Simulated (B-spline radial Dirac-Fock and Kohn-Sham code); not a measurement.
**Core and valence levels of As**

System: the As atom, configuration [Ar] 3d10 4s1 4p4 (not the ground configuration); nuclear rms radius 4.0968 fm (A = 75).

The run's input, task.json:

```json
{"items": [{
  "Z": 33,
  "q": 0,
  "cfg": [[1, 0, 2], [2, 0, 2], [2, 1, 6], [3, 0, 2], [3, 1, 6], [3, 2, 10], [4, 0, 1], [4, 1, 4]],
  "A": 75,
  "rrms": 4.0968,
  "do": ["binding"]
}]}
```

Command: `python xray_run.py task.json out`

Calculated with a radial atomic solver, using multi-electron Dirac-Fock with separately optimised hole states, Breit and Lamb-shift corrections added in first order. Correlation energy is missing from these numbers. Energies are counted from the vacuum level. Subshells whose hole state is unreliable or did not converge are left out.

All terms are in eV, carry their sign (relaxation lowers the binding energy) and add up to the binding energy; ⟨r⟩ is the mean radius of the orbital in the initial state.

| subshell | −ε (Koopmans) | relaxation | Breit | self-energy | vacuum polarisation | binding energy | ⟨r⟩ (bohr) |
| --- | --- | --- | --- | --- | --- | --- | --- |
| 1s | 11953.8 | -52.39 | -16.66 | -8.96 | 0.88 | 11876.7 | 0.045 |
| 2s | 1575.2 | -26.96 | -1.22 | -0.96 | 0.09 | 1546.1 | 0.202 |
| 2p1/2 | 1401.4 | -29.11 | -2.14 | 0.11 | -0.01 | 1370.3 | 0.175 |
| 3p1/2 | 167.6 | -8.31 | -0.22 | 0.02 | 0.00 | 159.0 | 0.609 |
| 3d3/2 | 59.18 | -8.01 | -0.01 | 0.01 | 0.00 | 51.17 | 0.666 |
| 3d5/2 | 58.38 | -7.93 | 0.03 | 0.01 | 0.00 | 50.49 | 0.671 |
| 4s | 21.90 | -1.03 | 0.00 | -0.01 | 0.00 | 20.85 | 1.955 |
| 4p | 9.05 | -0.69 | 0.00 | 0.00 | 0.00 | 8.36 | 2.546 |

For the deepest level, K (1s), the Breit terms make up -0.140 % of the binding energy, QED -0.068 % and orbital relaxation -0.441 %.

Spin-orbit splittings: 3d 0.69 eV.
